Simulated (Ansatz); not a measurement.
Several settings on one geometry of the cluster Rb2F3 (the lowest doublet isomer of a short search) (that of the charge 0 doublet, PBE0-D4/def2-SVP). Ansatz on 4 threads of Arm Neoverse V2 on a shared host; times are rough.

```tsv
atom	x (Å)	y (Å)	z (Å)
Rb1	-0.851	-1.395	0.971
Rb2	1.225	1.387	-0.436
F3	1.114	-0.025	1.596
F4	-1.333	0.670	-0.642
F5	-0.155	-0.637	-1.489
```

Totals from different functionals, basis sets or treatments of relativity can't be compared as stabilities.

In the def2 sets Rb takes a core potential; there is no spin–orbit coupling.

The spins typed aren't always the lowest for that charge.

(1) Give the basis size and estimate the energy, ⟨S²⟩ and time of these runs.

| run | method | charge | state | further keys |
| --- | --- | --- | --- | --- |
| 1 | ROKS BLYP-D4/def2-TZVP | 0 | quartet | scf: {omitted_lower_state_checks: [starts]} |
| 2 | UKS ωPBEh/def2-SVPD | 0 | doublet | scf: {lower_state_search: light}; forces asked |
| 3 | UKS PBE0/def2-TZVP | 0 | doublet | – |

Results:

(1) 
```
run  functions  energy (Eh)  ⟨S²⟩  wall time
  1        159    -347.6663     –       13 s
  2        123    -347.3435  0.76      4.5 s
  3        159    -347.6542  0.76      3.6 s
```
